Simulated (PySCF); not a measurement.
PySCF input for RbI, SMILES [Rb][I], TDDFT-CAM-B3LYP/def2-TZVPD. Geometry: PBE0-D3(BJ)/def2-TZVPD. The def2 effective core potentials stand for the cores of I, Rb; spin–orbit coupling is left out.

```python
import numpy as np
from pyscf import gto, scf, dft, tdscf

mol = gto.M(
    atom='''
    Rb    0.00000000    0.00000000   -1.90409336
    I     0.00000000    0.00000000    1.32927273
    ''',
    basis='def2-TZVPD',
    ecp={'I': 'def2-tzvp', 'Rb': 'def2-tzvp'},
    charge=0,
    spin=0,
    symmetry=True,
    max_memory=2000,
    verbose=4,
)
mf = dft.RKS(mol, xc='cam-b3lyp').density_fit(auxbasis='def2-universal-jkfit')
mf.grids.level = 3
mf.conv_tol = 1e-9
mf.max_cycle = 100
mf.kernel()
mf.grids = dft.Grids(mol).set(level=1).build(with_non0tab=True)  # coarser grid for the response kernel
td = tdscf.TDDFT(mf)
td.singlet = True
td.nstates = 10
td.conv_tol = 1e-4
td.kernel(x0=td.get_init_guess(mf, 15))
td.analyze()
tt = tdscf.TDA(mf)
tt.singlet = False
tt.nstates = 4
tt.conv_tol = 1e-4
tt.kernel(x0=tt.get_init_guess(mf, 9))
tt.analyze(verbose=3)
```

Output:

```
[...]
HOMO (E1y) = -0.2404123124081  LUMO (A1) = -0.041569212517147  gap/eV = 5.41080
cycle= 51 E= -321.869822062973  delta_E= 7.45e-12  |g|= 9.79e-05  |ddm|= 1.54e-05
HOMO (E1y) = -0.240412659444197  LUMO (A1) = -0.0415693441718199  gap/eV = 5.41080
cycle= 52 E= -321.869822062978  delta_E= -4.72e-12  |g|= 9.77e-05  |ddm|= 1.07e-05
HOMO (E1y) = -0.240412353658416  LUMO (A1) = -0.0415694211409994  gap/eV = 5.41079
cycle= 53 E= -321.869822062978  delta_E= -1.14e-13  |g|= 9.76e-05  |ddm|= 5.61e-06
HOMO (E1y) = -0.240413193463933  LUMO (A1) = -0.0415690182295227  gap/eV = 5.41083
cycle= 54 E= -321.869822062961  delta_E= 1.73e-11  |g|= 8.96e-05  |ddm|= 6e-05
HOMO (E1y) = -0.240412090047132  LUMO (A1) = -0.0415694563583218  gap/eV = 5.41078
cycle= 55 E= -321.869822063001  delta_E= -4.04e-11  |g|= 9.57e-05  |ddm|= 5.4e-05
HOMO (E1y) = -0.240412272376259  LUMO (A1) = -0.0415692624049422  gap/eV = 5.41079
cycle= 56 E= -321.869822063  delta_E= 1.14e-12  |g|= 9.59e-05  |ddm|= 3.88e-06
HOMO (E1y) = -0.240410835724474  LUMO (A1) = -0.0415691207573587  gap/eV = 5.41076
cycle= 57 E= -321.869822062992  delta_E= 7.67e-12  |g|= 9.64e-05  |ddm|= 1.53e-05
HOMO (E1y) = -0.240412550555468  LUMO (A1) = -0.041568842270479  gap/eV = 5.41081
cycle= 58 E= -321.869822062978  delta_E= 1.36e-11  |g|= 9.3e-05  |ddm|= 4.78e-05
HOMO (E1y) = -0.240411064228721  LUMO (A1) = -0.0415688813617523  gap/eV = 5.41077
cycle= 59 E= -321.869822063003  delta_E= -2.47e-11  |g|= 9.5e-05  |ddm|= 3.77e-05
HOMO (E1y) = -0.240410711423737  LUMO (A1) = -0.0415687820714901  gap/eV = 5.41076
cycle= 60 E= -321.869822063  delta_E= 2.84e-12  |g|= 9.47e-05  |ddm|= 2e-05
HOMO (E1y) = -0.240410991543626  LUMO (A1) = -0.0415691431882914  gap/eV = 5.41076
cycle= 61 E= -321.869822063002  delta_E= -1.88e-12  |g|= 9.58e-05  |ddm|= 2.27e-05
HOMO (E1y) = -0.240412449636878  LUMO (A1) = -0.0415694243689897  gap/eV = 5.41079
cycle= 62 E= -321.869822063033  delta_E= -3.08e-11  |g|= 9.26e-05  |ddm|= 2.29e-05
HOMO (E1y) = -0.240412133289764  LUMO (A1) = -0.0415686580355352  gap/eV = 5.41081
cycle= 63 E= -321.869822062976  delta_E= 5.68e-11  |g|= 9.45e-05  |ddm|= 2.36e-05
HOMO (E1y) = -0.240413284632637  LUMO (A1) = -0.0415690708925194  gap/eV = 5.41083
cycle= 64 E= -321.869822062979  delta_E= -2.9e-12  |g|= 9.49e-05  |ddm|= 1.93e-05
HOMO (E1y) = -0.240412734211088  LUMO (A1) = -0.0415694199210659  gap/eV = 5.41080
cycle= 65 E= -321.869822063  delta_E= -2.06e-11  |g|= 9.46e-05  |ddm|= 1.2e-05
HOMO (E1y) = -0.240413814724679  LUMO (A1) = -0.0415697492798799  gap/eV = 5.41082
cycle= 66 E= -321.869822062984  delta_E= 1.6e-11  |g|= 9.43e-05  |ddm|= 2.08e-05
HOMO (E1y) = -0.24041261593599  LUMO (A1) = -0.041569125198782  gap/eV = 5.41081
cycle= 67 E= -321.869822062967  delta_E= 1.72e-11  |g|= 9.34e-05  |ddm|= 2.31e-05
HOMO (E1y) = -0.240411710356934  LUMO (A1) = -0.041568801509694  gap/eV = 5.41079
cycle= 68 E= -321.869822062983  delta_E= -1.65e-11  |g|= 9.44e-05  |ddm|= 2.22e-05
HOMO (E1y) = -0.240412055791436  LUMO (A1) = -0.0415687449374662  gap/eV = 5.41080
cycle= 69 E= -321.869822062983  delta_E= 4.55e-13  |g|= 9.43e-05  |ddm|= 1.4e-05
HOMO (E1y) = -0.240412430977179  LUMO (A1) = -0.0415697880199897  gap/eV = 5.41078
cycle= 70 E= -321.869822063005  delta_E= -2.25e-11  |g|= 9.07e-05  |ddm|= 3.22e-05
HOMO (E1y) = -0.240411798830737  LUMO (A1) = -0.0415695507457672  gap/eV = 5.41077
cycle= 71 E= -321.869822063006  delta_E= -1.25e-12  |g|= 9.4e-05  |ddm|= 3.19e-05
HOMO (E1y) = -0.240411287065336  LUMO (A1) = -0.0415697531819115  gap/eV = 5.41075
cycle= 72 E= -321.86982206301  delta_E= -3.3e-12  |g|= 9.48e-05  |ddm|= 1.35e-05
HOMO (E1y) = -0.24041179347429  LUMO (A1) = -0.0415693379519553  gap/eV = 5.41078
cycle= 73 E= -321.869822062994  delta_E= 1.55e-11  |g|= 9.54e-05  |ddm|= 1.3e-05
HOMO (E1y) = -0.240411921805098  LUMO (A1) = -0.0415691520807222  gap/eV = 5.41079
cycle= 74 E= -321.869822062989  delta_E= 5.12e-12  |g|= 9.6e-05  |ddm|= 6.9e-06
HOMO (E1y) = -0.240411203304967  LUMO (A1) = -0.0415694342216852  gap/eV = 5.41076
cycle= 75 E= -321.869822062973  delta_E= 1.61e-11  |g|= 9.67e-05  |ddm|= 1.26e-05
HOMO (E1y) = -0.240412626044462  LUMO (A1) = -0.0415691330202046  gap/eV = 5.41081
cycle= 76 E= -321.869822062969  delta_E= 4.09e-12  |g|= 9.62e-05  |ddm|= 2.39e-05
HOMO (E1y) = -0.24041281801018  LUMO (A1) = -0.0415690648528884  gap/eV = 5.41081
cycle= 77 E= -321.869822062973  delta_E= -4.21e-12  |g|= 9.57e-05  |ddm|= 5.02e-06
HOMO (E1y) = -0.24041269951991  LUMO (A1) = -0.0415692883670218  gap/eV = 5.41080
cycle= 78 E= -321.869822062975  delta_E= -2.27e-12  |g|= 9.59e-05  |ddm|= 9.1e-06
HOMO (E1y) = -0.240411617090118  LUMO (A1) = -0.0415694584339068  gap/eV = 5.41077
cycle= 79 E= -321.869822062961  delta_E= 1.4e-11  |g|= 9.41e-05  |ddm|= 2.58e-05
HOMO (E1y) = -0.2404133818833  LUMO (A1) = -0.0415697560180064  gap/eV = 5.41081
cycle= 80 E= -321.869822062958  delta_E= 3.18e-12  |g|= 9.35e-05  |ddm|= 1.55e-05
HOMO (E1y) = -0.240413347639561  LUMO (A1) = -0.041569368170884  gap/eV = 5.41082
cycle= 81 E= -321.869822062966  delta_E= -7.5e-12  |g|= 9.26e-05  |ddm|= 1.82e-05
HOMO (E1y) = -0.240413245832078  LUMO (A1) = -0.0415693991467245  gap/eV = 5.41082
cycle= 82 E= -321.869822062974  delta_E= -8.01e-12  |g|= 9.23e-05  |ddm|= 9.85e-06
HOMO (E1y) = -0.240413297460242  LUMO (A1) = -0.0415695598839605  gap/eV = 5.41081
cycle= 83 E= -321.869822062974  delta_E= -3.98e-13  |g|= 9.19e-05  |ddm|= 2.43e-06
HOMO (E1y) = -0.240413984804582  LUMO (A1) = -0.0415692925393953  gap/eV = 5.41084
cycle= 84 E= -321.869822062965  delta_E= 8.64e-12  |g|= 9.4e-05  |ddm|= 1.69e-05
HOMO (E1y) = -0.240413404473262  LUMO (A1) = -0.0415696153593101  gap/eV = 5.41082
cycle= 85 E= -321.86982206296  delta_E= 5.68e-12  |g|= 9.35e-05  |ddm|= 8.44e-06
HOMO (E1y) = -0.240413203160476  LUMO (A1) = -0.0415689991939843  gap/eV = 5.41083
cycle= 86 E= -321.869822062965  delta_E= -5.06e-12  |g|= 9.58e-05  |ddm|= 4.21e-05
HOMO (E1y) = -0.240413481892524  LUMO (A1) = -0.0415690525687511  gap/eV = 5.41083
cycle= 87 E= -321.869822062964  delta_E= 9.09e-13  |g|= 9.41e-05  |ddm|= 1.9e-05
HOMO (E1y) = -0.240411698668277  LUMO (A1) = -0.0415696939986798  gap/eV = 5.41077
cycle= 88 E= -321.869822062974  delta_E= -9.78e-12  |g|= 9.59e-05  |ddm|= 2.34e-05
HOMO (E1y) = -0.240412834871918  LUMO (A1) = -0.041569970852283  gap/eV = 5.41079
cycle= 89 E= -321.869822062967  delta_E= 6.14e-12  |g|= 9.65e-05  |ddm|= 2.43e-05
HOMO (E1y) = -0.240412463140819  LUMO (A1) = -0.0415691547025681  gap/eV = 5.41080
cycle= 90 E= -321.869822062989  delta_E= -2.14e-11  |g|= 9.43e-05  |ddm|= 3.15e-05
HOMO (E1y) = -0.240412468706613  LUMO (A1) = -0.0415690983938353  gap/eV = 5.41080
cycle= 91 E= -321.869822062997  delta_E= -7.9e-12  |g|= 9.29e-05  |ddm|= 9.38e-06
HOMO (E1y) = -0.240410570216768  LUMO (A1) = -0.0415689786821316  gap/eV = 5.41076
cycle= 92 E= -321.869822062981  delta_E= 1.6e-11  |g|= 9.56e-05  |ddm|= 2.8e-05
HOMO (E1y) = -0.240410786193454  LUMO (A1) = -0.0415689501942484  gap/eV = 5.41076
cycle= 93 E= -321.869822062982  delta_E= -1.19e-12  |g|= 9.48e-05  |ddm|= 9.24e-06
HOMO (E1y) = -0.240410951380541  LUMO (A1) = -0.0415687273251653  gap/eV = 5.41077
cycle= 94 E= -321.869822062979  delta_E= 2.61e-12  |g|= 9.5e-05  |ddm|= 1.52e-05
HOMO (E1y) = -0.240411294931121  LUMO (A1) = -0.0415688553113611  gap/eV = 5.41078
cycle= 95 E= -321.869822062982  delta_E= -2.67e-12  |g|= 9.48e-05  |ddm|= 9.19e-06
HOMO (E1y) = -0.240411206093452  LUMO (A1) = -0.0415687909047966  gap/eV = 5.41078
cycle= 96 E= -321.869822062983  delta_E= -1.48e-12  |g|= 9.46e-05  |ddm|= 5.62e-06
HOMO (E1y) = -0.240411278565329  LUMO (A1) = -0.0415688468855038  gap/eV = 5.41078
cycle= 97 E= -321.869822062985  delta_E= -1.48e-12  |g|= 9.47e-05  |ddm|= 7.19e-06
HOMO (E1y) = -0.240411452892489  LUMO (A1) = -0.0415688644424455  gap/eV = 5.41078
cycle= 98 E= -321.869822062981  delta_E= 3.47e-12  |g|= 9.45e-05  |ddm|= 5.04e-06
HOMO (E1y) = -0.240411035274048  LUMO (A1) = -0.041569224514701  gap/eV = 5.41076
cycle= 99 E= -321.869822062986  delta_E= -5.06e-12  |g|= 9.36e-05  |ddm|= 2.41e-05
HOMO (E1y) = -0.240415236885632  LUMO (A1) = -0.0415691581287181  gap/eV = 5.41088
cycle= 100 E= -321.869822062942  delta_E= 4.43e-11  |g|= 9.11e-05  |ddm|= 5.55e-05
SCF not converged.
SCF energy = -321.869822062942
tot grids = 16112


******** <class 'pyscf.tdscf.rks.TDDFT'> for <class 'pyscf.df.df_jk.DFSymAdaptedRKS'> ********
nstates = 10 singlet
deg_eia_thresh = 1.000e-03
wfnsym = None
conv_tol = 0.0001
eigh lindep = 1e-12
eigh level_shift = 0
eigh max_cycle = 100

WARN: Ground state SCF is not converged



Excitation energies (eV)
[3.37694662 3.37694662 3.73085497 4.81826121 4.81826463 4.84723599
 4.88137821 4.95879436 4.95879436 5.05278066]

** Singlet excitation energies and oscillator strengths **
Excited State   1:  ???      3.37695 eV    367.15 nm  f=0.0151
      17 -> 18        0.67828
      17 -> 21        0.15373
      17 -> 26       -0.10195
Excited State   2:  ???      3.37695 eV    367.15 nm  f=0.0151
      16 -> 18       -0.67828
      16 -> 21       -0.15373
      16 -> 26        0.10195
Excited State   3:   A1      3.73085 eV    332.32 nm  f=0.1278
      15 -> 18        0.68120
      15 -> 21        0.13700
Excited State   4:  ???      4.81826 eV    257.32 nm  f=0.0000
      16 -> 19       -0.46002
      16 -> 24       -0.16764
      17 -> 20        0.46002
      17 -> 25        0.16764
Excited State   5:  E2y      4.81826 eV    257.32 nm  f=0.0000
      16 -> 20       -0.46003
      16 -> 25       -0.16765
      17 -> 19       -0.46003
      17 -> 24       -0.16765
Excited State   6:  ???      4.84724 eV    255.78 nm  f=0.0000
      16 -> 20        0.46191
      16 -> 25        0.16330
      17 -> 19       -0.46191
      17 -> 24       -0.16330
Excited State   7:   A1      4.88138 eV    253.99 nm  f=0.0198
      16 -> 19       -0.47538
      16 -> 24       -0.13110
      17 -> 20       -0.47538
      17 -> 25       -0.13110
Excited State   8:  ???      4.95879 eV    250.03 nm  f=0.0635
      16 -> 18        0.16713
      16 -> 21       -0.58628
      16 -> 27       -0.33899
Excited State   9:  ???      4.95879 eV    250.03 nm  f=0.0635
      17 -> 18       -0.16713
      17 -> 21        0.58628
      17 -> 27        0.33899
Excited State  10:  ???      5.05278 eV    245.38 nm  f=0.0276
      15 -> 19       -0.65734
      15 -> 24       -0.21425
      15 -> 36       -0.11049

** Transition electric dipole moments (AU) **
state          X           Y           Z        Dip. S.      Osc.
  1         0.0000      0.4270      0.0000      0.1824      0.0151
  2        -0.4270      0.0000      0.0000      0.1824      0.0151
  3        -0.0000      0.0000      1.1824      1.3981      0.1278
  4        -0.0000     -0.0000      0.0000      0.0000      0.0000
  5         0.0000     -0.0000     -0.0000      0.0000      0.0000
  6         0.0000      0.0000      0.0000      0.0000      0.0000
  7        -0.0000      0.0000      0.4066      0.1653      0.0198
  8        -0.7229     -0.0000     -0.0000      0.5225      0.0635
  9        -0.0000      0.7229      0.0000      0.5225      0.0635
 10         0.4724     -0.0000     -0.0000      0.2232      0.0276

WARN: ECP detected. Skipping calculation of transition velocity and magnetic dipole moments, which have not yet been implemented.



******** <class 'pyscf.tdscf.rks.TDA'> for <class 'pyscf.df.df_jk.DFSymAdaptedRKS'> ********
nstates = 4 triplet
deg_eia_thresh = 1.000e-03
wfnsym = None
conv_tol = 0.0001
eigh lindep = 1e-12
eigh level_shift = 0
eigh max_cycle = 100

WARN: Ground state SCF is not converged



Excitation energies (eV)
[3.33147472 3.33147472 3.51483318 4.78058075]

** Triplet excitation energies and oscillator strengths **
Excited State   1:  ???      3.33147 eV    372.16 nm  f=0.0000
Excited State   2:  ???      3.33147 eV    372.16 nm  f=0.0000
Excited State   3:   A1      3.51483 eV    352.75 nm  f=0.0000
Excited State   4:   A1      4.78058 eV    259.35 nm  f=0.0000
```

Convergence was not reached.
